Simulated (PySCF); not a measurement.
CH5BFNO, SMILES CNB(O)F. Geometry: r2SCAN-D4/def2-SVP. The structure was generated by enumeration, and PubChem lists no compound with its InChIKey, so it may never have been made. Other conformers were not sampled.

Computed equilibrium geometry at r2SCAN-D4/def2-SVP (PySCF confirms it by a frequency run) as bond lengths and angles (one conformer of several):
Atoms: B1 F2 N3 C4 H5 H6 H7 H8 O9 H10. Bonds (Å): B1–F2 1.342, B1–N3 1.413, B1–O9 1.363, N3–C4 1.441, N3–H5 1.015, C4–H6 1.105, C4–H7 1.105, C4–H8 1.102, O9–H10 0.963. Angles (°): F2–B1–N3 117.6, F2–B1–O9 116.4, N3–B1–O9 125.9, B1–N3–C4 128.2, B1–N3–H5 116.7, C4–N3–H5 115.0, N3–C4–H6 112.7, N3–C4–H7 112.6, N3–C4–H8 110.3, H6–C4–H7 107.7, H6–C4–H8 106.7, H7–C4–H8 106.6, B1–O9–H10 113.8.
